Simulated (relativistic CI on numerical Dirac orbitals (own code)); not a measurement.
The 5d ions of charge 4+

These numbers are calculated, not measured: Dirac-Coulomb-Breit CI, KLI orbitals optimised for each configuration, model QED (radiative potential, 1s self-energy scaled to tabulated hydrogen-like ionisation energies), valence Slater integrals scaled by 0.75 (own radial code, finite nucleus).

Each species is treated in one configuration, given outside its closed core, with all valence electrons in the open shell. Radial values are for the open shell of highest l, unscaled and averaged over j; ζ includes the Breit term. Labels give the leading LS character, summed over repeated terms.

```
 Ion  Configuration  Its lowest level  LS weight (%)       Next level  E (cm⁻¹)    g_J  g√(J(J+1))  ⟨r⟩ (bohr)  ⟨r²⟩ (bohr²)
Ta⁴⁺             5d            2D_3/2            100           2D_5/2    5902.1  0.799        1.55       1.733         3.435
 W⁴⁺            5d2              3F_2             91             3F_3    5587.3  0.699        1.71       1.665          3.17
Re⁴⁺            5d3            4F_3/2             86           4F_5/2    4394.3  0.467        0.90       1.599         2.927
Os⁴⁺            5d4              5D_0             65             5D_1    3925.8               0.00       1.539          2.71
Ir⁴⁺            5d5            6S_5/2             82  J = 5/2 (mixed)     14939  1.919        5.68       1.483         2.517
Pt⁴⁺            5d6              5D_4             76             5D_2      5619  1.428        6.39       1.431         2.345
Au⁴⁺            5d7                 ?              ?                ?         ?      ?           ?           ?             ?
Hg⁴⁺            5d8              3F_4             94    J = 2 (mixed)    7590.9  1.236        5.53       1.338         2.053
```

(1) Fill in the row of Au⁴⁺.

## Answers

(1) Its lowest level 4F_9/2; LS weight (%) 80; Next level J = 3/2 (mixed); E (cm⁻¹) 10175; g_J 1.286; g√(J(J+1)) 6.40; ⟨r⟩ (bohr) 1.383; ⟨r²⟩ (bohr²) 2.191.
